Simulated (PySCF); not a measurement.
C4H5FO, SMILES O1C=C(CC1)F.

Geometry optimised at PBE-D3(BJ)/def2-SVP. A frequency run showed that this geometry is not a minimum. One conformer was computed; it need not be the lowest.

The numbers are results of PBE-D3(BJ)/def2-SVP (PySCF), not measurements.

Harmonic, unscaled wavenumbers; measured fundamentals usually lie a few per cent lower.

| mode | ν (cm⁻¹) | IR (km/mol) | moving atoms (share of kinetic energy) |
|---|---|---|---|
| 1 | 100i | 0.4 | H 50 %, C 34 %, O 12 % |
| 2 | 299 | 0.4 | C 55 %, F 24 %, O 16 % |
| 3 | 379 | 6.3 | C 43 %, F 41 %, H 12 % |
| 4 | 404 | 13.6 | C 55 %, H 34 %, O 12 % |
| 5 | 584 | 5.0 | F 44 %, C 41 % |
| 6 | 725 | 4.3 | O 56 %, C 32 %, F 8 % |
| 7 | 803 | 10.4 | H 75 %, C 23 % |
| 8 | 811 | 13.7 | H 81 %, C 19 % |
| 9 | 891 | 16.8 | C 78 %, O 11 % |
| 10 | 920 | 28.4 | C 58 %, H 33 % |
| 11 | 974 | 13.9 | C 63 %, H 33 % |
| 12 | 1029 | 0.0 | H 60 %, C 39 % |
| 13 | 1128 | 98.2 | C 42 %, O 33 %, H 25 % |
| 14 | 1146 | 2.2 | H 81 %, C 17 % |
| 15 | 1198 | 0.0 | H 95 % |
| 16 | 1205 | 24.8 | H 52 %, C 38 %, F 9 % |
| 17 | 1219 | 15.4 | H 73 %, C 23 % |
| 18 | 1321 | 172.8 | C 70 %, H 16 %, F 9 % |
| 19 | 1354 | 1.2 | H 51 %, C 41 % |
| 20 | 1418 | 0.7 | H 91 %, C 9 % |
| 21 | 1443 | 3.2 | H 91 %, C 9 % |
| 22 | 1716 | 5.9 | C 92 % |
| 23 | 2956 | 37.7 | H 95 % |
| 24 | 2988 | 40.3 | H 95 % |
| 25 | 2992 | 7.0 | H 90 %, C 10 % |
| 26 | 3039 | 25.0 | H 90 %, C 10 % |
| 27 | 3189 | 3.3 | H 91 %, C 9 % |
